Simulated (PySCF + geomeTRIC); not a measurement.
A geometry relaxed with PBE0-D3(BJ)/def2-TZVP (PySCF + geomeTRIC), charge 0, multiplicity 1:

```xyz
14

C      0.6327    -0.0583     0.0061
C     -0.0635    -1.1754     0.2836
H      2.4726     0.8016     0.6784
H      0.4283    -2.1150     0.5027
C     -0.1812     1.1524    -0.2739
C      2.1193     0.0556    -0.0409
H      2.4500     0.3917    -1.0290
C     -1.5150     1.0320    -0.2274
H     -2.1804     1.8637    -0.4184
H     -2.6258    -1.4772    -0.8488
H      0.3295     2.0856    -0.5048
H      2.6021    -0.8959     0.1811
Si    -1.8673    -0.7467     0.2042
H     -2.5955    -0.9153     1.4922
```

Task: Write the SMILES of this molecule.

Result: `CC1=C[SiH2]C=C1`
